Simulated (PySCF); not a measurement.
Configurations of TbCl

Unrestricted PBE0; PySCF, spin-free X2C with a Gaussian nucleus, basis sets Tb x2c-SVPall, Cl x2c-SVPall. The search starts from ions with several 4f fillings and holds each by maximum overlap.

The lowest solution has 2Ms+1 = 7, about 8.3 4f electrons, near 2.43 Å.

The lowest solution of each spin and filling, followed along the bond (rough minima from three points):

| 2Ms+1 | 4f population | ⟨S²⟩ at the start | R at minimum (Å) | Te (eV) |
| --- | --- | --- | --- | --- |
| 7 | 8.32 | 12.02 | 2.43 | 0.00 |
| 9 | 8.03 | 20.01 | 2.45 | 0.38 |
| 7 | 8.98 | 12.01 | 2.53 | 0.49 |
| 5 | 8.97 | 7.03 | 2.53 | 0.62 |

Solutions at the starting distance of 2.485 Å, counted from the lowest; the search is not exhaustive:

```tsv
2Ms+1	4f population	E (eV)	⟨S²⟩	⟨Lz²⟩	μ (D)
7	8.32	0.00	12.02	4.0	-3.29
7	8.44	0.03	12.01	7.7	-3.47
9	8.03	0.37	20.01	8.0	-4.51
7	8.98	0.48	12.01	9.0	-4.41
9	8.03	0.50	20.01	8.0	-4.52
7	9.00	0.60	12.01	10.0	-4.42
5	8.97	0.61	7.03	9.0	-4.22
5	8.95	0.63	7.07	7.9	-4.14
9	8.02	0.64	20.01	5.3	-4.49
5	8.93	0.74	7.09	10.0	-4.03
9	8.03	0.90	20.01	8.1	-3.03
9	8.03	0.93	20.01	5.0	-2.92
```

Partly filled real f orbitals mix terms, so no term symbols are given. A population far from a whole number shows f orbitals mixing with d and ligand orbitals, not a clean configuration. A positive dipole means Tb(−)Cl(+).

Spin–orbit coupling is left out. The state is the lowest single determinant that the PBE0 search found; with open d or f shells the true ground state can be another one.
